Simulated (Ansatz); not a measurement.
Reaction (hydrogenolysis of a C–B bond): `FBC[CH2][AlH2]` + H₂ → `C[CH2][AlH2]` + `BF`

Computed with Ansatz on PBE0-D4/def2-TZVP structures; ΔE is electronic, products minus reactants. CCSD(T)/CBS adds triple-zeta CCSD(T) − MP2 to the extrapolated MP2 energy (def2 sets, frozen cores). This one scheme is used for every species. Functionals use def2-TZVPP. B3LYP here is the variant with VWN-RPA as its local correlation; programs differ in this. One conformer a species, not always the lowest.

| level | ΔE (kJ/mol) | difference from CCSD(T)/CBS |
| --- | --- | --- |
| PBE-D4 | -1.3 | 9.4 |
| r2SCAN-D4 | -0.9 | 9.8 |
| PBE0-D4 | -7.9 | 2.8 |
| B3LYP-D4 | -14.5 | -3.8 |
| ωB97X-V | -14.8 | -4.1 |
| ωB97M-V | -10.4 | 0.3 |
| B2PLYP | -18.2 | -7.5 |
| PBE | -6.7 | 4.0 |
| r2SCAN | -2.3 | 8.4 |
| PBE0 | -12.6 | -1.9 |
| B3LYP | -23.2 | -12.5 |
| HF/def2-TZVPP | -46.5 | -35.8 |
| MP2/def2-TZVPP | -7.2 | 3.5 |
| SCS-MP2/def2-TZVPP | -17.1 | -6.4 |
| CCSD/def2-TZVPP | -19.1 | -8.4 |
| CCSD(T)/def2-TZVPP | -12.6 | -1.9 |
| HF/def2-QZVPP | -46.4 | -35.7 |
| MP2/def2-QZVPP | -6.2 | 4.5 |
| SCS-MP2/def2-QZVPP | -16.1 | -5.4 |
| HF/CBS(def2) | -46.4 | -35.7 |
| MP2/CBS(def2) | -5.4 | 5.3 |
| CCSD/CBS(def2) | -17.2 | -6.5 |
| CCSD(T)/CBS | -10.7 | 0 |

Largest T1 diagnostic among the species: 0.013.

In def2-TZVPP, CCSD(T) changes the Hartree–Fock value by +33.9 kJ/mol (the triples alone add +6.5 kJ/mol) and MP2 by +39.3 kJ/mol. From PBE to PBE0 (25 % exact exchange), in def2-TZVPP and without D4, ΔE moves by −5.9 kJ/mol. The D4 term adds +8.7 kJ/mol with B3LYP and +4.7 kJ/mol with PBE0; it sums over pairs of atoms, weighted by their polarisabilities, and B3LYP, whose exchange is more repulsive, gets the larger term.
